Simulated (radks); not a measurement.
Question: These are the eigenvalues of the occupied orbitals of an atom or ion with whole-number occupations (hartree). All-electron calculation, Dirac Kohn-Sham, LDA (Slater exchange, Perdew-Wang correlation), spin-unpolarised, spherical densities, finite nucleus; Fermi nuclear charge, rms radius of each element as measured or else 0.836 A^(1/3) + 0.57 fm. Program: a radial shooting solver on a logarithmic mesh with Libxc functionals.

1s1/2: -2393.960
2s1/2: -409.8217
2p1/2: -391.6668
2p3/2: -347.9156
3s1/2: -93.90657
3p1/2: -85.81790
3p3/2: -76.44463
3d3/2: -62.66827
3d5/2: -60.62185
4s1/2: -19.47112
4p1/2: -16.15452
4p3/2: -14.00229
4d3/2: -8.53174
4d5/2: -8.13746
5s1/2: -3.14692
5p1/2: -2.19078
5p3/2: -1.89074
4f5/2: -1.37576
4f7/2: -1.31092
5d3/2: -0.69668
5d5/2: -0.67228

Which element is it, and in what charge state? The configuration may be excited. Open shells, if any, are shared by 2j + 1.

Answer: Z = 72, hafnium, charge +2: Hf2+ in [Kr] 4d10 4f14 5s1 5p6 5d3. The list shows which subshells hold electrons but not how many an open one holds; the 1s level, -2394 hartree, gives Z - s = 69.2 by -(Z - s)^2/2, which with screening and relativity narrows Z to a few neighbours, and the depths of the outer levels then fix element, charge and occupations together.
